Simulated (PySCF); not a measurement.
# NaSn: energy against distance

Set-up: basis Na def2-SVP, Sn def2-SVP with ECP28; scalar-relativistic core potentials; PySCF 2.14. Energies in eV from Na + Sn in their ground configurations at the same level. All curves are PBE0. state 1: ⁴Σ⁻ (quartet), unpaired electrons σ ↑, π ↑↑; state 2: ²Π (doublet), unpaired electrons π ↑, a second solution, started from another occupation; state 3: Ms = 0.5 determinant of mixed spin (⟨S²⟩ near 1.8), unpaired electrons σ ↓, π ↑↑, a second solution, started from another occupation; state 4: Ms = 0.5 determinant of mixed spin (⟨S²⟩ near 1.8), unpaired electrons σ ↑, π ↑↓, a mixture of terms (⟨Lz²⟩ = 2.0), a second solution, started from another occupation.

```tsv
R (Å)	state 1	state 2	state 3	state 4
2.516	-0.896	-0.3107	-0.3733	-0.3727
2.633	-1.056	-0.5647	-0.5435	-0.5388
2.750	-1.143	-0.7271	-0.6444	-0.6329
2.838	-1.174	-0.8036	-0.6875	-0.6692
2.926	-1.181	-0.8501	-0.7099	-0.6834
3.014	-1.172	-0.8725	-0.7166	-0.6808
3.131	-1.139	-0.8735	-0.7075	-0.6579
3.277	-1.077	-0.8406	-0.6764	-0.6078
3.453	-0.983	-0.7688	-0.6220	-0.5295
3.687	-0.846	-0.6468	-0.5367	-0.4127
```

**Question.** Put a parabola through the three lowest points of the state 1 curve and estimate Re, k and ωe (reduced mass 19.29 u; 1 eV/Å² = 0.16022 mdyn/Å; ωe = 1302.8·√(k/μ) cm⁻¹).

**Answer.** Through R = 2.838, 2.926, 3.014 Å the second-order coefficient is 1.03 eV/Å², so Re ≈ 2.921 Å, k ≈ 0.331 mdyn/Å and ωe ≈ 171 cm⁻¹. A polynomial fit of higher order to the unrounded PBE0 energies gives Re = 2.918 Å, k = 0.367 mdyn/Å, ωe = 180 cm⁻¹; anharmonicity and rounding make the difference.

The higher-order fit for each curve: state 1: Re = 2.918 Å, ωe = 180 cm⁻¹, De = 1.18 eV; state 2: Re = 3.075 Å, ωe = 172 cm⁻¹, minimum 0.88 eV below the ground-state fragments; state 3: Re = 3.015 Å, ωe = 147 cm⁻¹, minimum 0.72 eV below the ground-state fragments; state 4: Re = 2.954 Å, ωe = 168 cm⁻¹, minimum 0.68 eV below the ground-state fragments.

⟨S²⟩ of the unrestricted solution departs from its pure value on part of the curve, where spin states mix. Spin–orbit coupling is left out, which matters for elements this heavy, above all for dissociation energies. The state was picked by a PBE0 search and need not be the measured ground state.
